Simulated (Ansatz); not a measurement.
Spectroscopic constants of OsH, multiplicity 4 (lowest of 2S+1 = 2, 4, 6 at CCSD(T)/def2-TZVPP on PBE0 minima; our sources give no spin for the ground state, which may be another). No spin–orbit coupling.

The constants come from a fifth-degree fit in 1/R (seven points, main isotopes). In def2 and cc sets the state is the lowest found near the PBE0 minimum, followed along R.

The values were computed with Ansatz (Gaussian basis) for Hartree–Fock, density functionals and correlated methods.  In def2 rows elements past Kr take small-core potentials, without spin–orbit coupling.

Energies at CAM-B3LYP/def2-TZVPP:

```json
[
 {"R (Å)": "1.474210", "E (hartree)": "-91.10466627"},
 {"R (Å)": "1.513840", "E (hartree)": "-91.10770841"},
 {"R (Å)": "1.550299", "E (hartree)": "-91.10920305"},
 {"R (Å)": "1.591513", "E (hartree)": "-91.10962601"},
 {"R (Å)": "1.632728", "E (hartree)": "-91.10892373"},
 {"R (Å)": "1.680283", "E (hartree)": "-91.10696784"},
 {"R (Å)": "1.735764", "E (hartree)": "-91.10345186"}
]
```

Q: With a reduced mass of 1.0026 u, find the minimum, the force constant and the constants.

A: A fifth-degree polynomial in 1/R puts the minimum at r_e = 1.5852 Å with force constant 296 N/m. Then ω_e = (1/2πc)√(k/μ) = 2240 cm⁻¹ and B_e = h/(8π²cμr_e²) = 6.692 cm⁻¹; the cubic and quartic terms give α_e = 0.17 and ω_e x_e = 34 cm⁻¹.

Ansatz is a first-principles code.
